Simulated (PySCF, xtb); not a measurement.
Sn(Me)2 (C₂H₆Sn), SMILES [Sn]([CH3])[CH3] (connectivity only; charge and spin as stated), neutral, multiplicity 1.

Harmonic wavenumbers (cm⁻¹) from GFN2-xTB (xtb) at its own minimum, in rising order: 54, 68, 156, 459, 463, 556, 571, 623, 697, 1259, 1270, 1460, 1465, 1466, 1471, 2967, 2967, 2977, 2978, 2982, 2989.

Question: What does PySCF 2.14.0 with PBE-D3(BJ)/def2-SVP give at its own minimum? (Estimate from the structure and the level; the computed values follow.)

Answer: 11, 83, 163, 449, 459, 500, 552, 613, 732, 1116, 1128, 1359, 1366, 1373, 1384, 2955, 2956, 3048, 3051, 3088, 3088. Paired by order, the mean absolute difference is 59 cm⁻¹ and the zero-point energies are 42.7 and 42.1 kcal/mol.
